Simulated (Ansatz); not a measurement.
The cluster Au2Se⁺. Charge 1, multiplicity 2. Geometry r2SCAN-D4/def2-TZVP, that of the neutral singlet; atoms count from 1.

```xyz
3

Au    1.5182   -0.0488   -0.7455
Au   -1.2031   -1.0379    0.5816
Se   -0.3151    1.0867    0.1638
```

In the def2 sets Au takes a core potential; there is no spin–orbit coupling. The structure comes from a short search, and lower isomers may exist.

Question: Estimate the Mulliken populations from the PBE0/def2-TZVP orbitals of Ansatz.

Answer: 
| atom | charge (e) | spin (α − β) | d electrons |
| --- | --- | --- | --- |
| Au1 | 0.55 | 0.04 | 9.68 |
| Au2 | 0.55 | 0.04 | 9.68 |
| Se3 | -0.11 | 0.92 | – |
Mulliken values and Mayer orders depend strongly on the basis.

Question: Where does the spin sit?

Answer: Summed by element: Au 0.08, Se 0.92, of 1 unpaired in all. Largest on single atoms: Se3 0.92, Au1 0.04, Au2 0.04.

Question: And the Mayer bond orders between bonded heavy atoms (over 0.3)?

Answer: Au1–Se3 1.12 (2.34 Å); Au2–Se3 1.12 (2.34 Å).
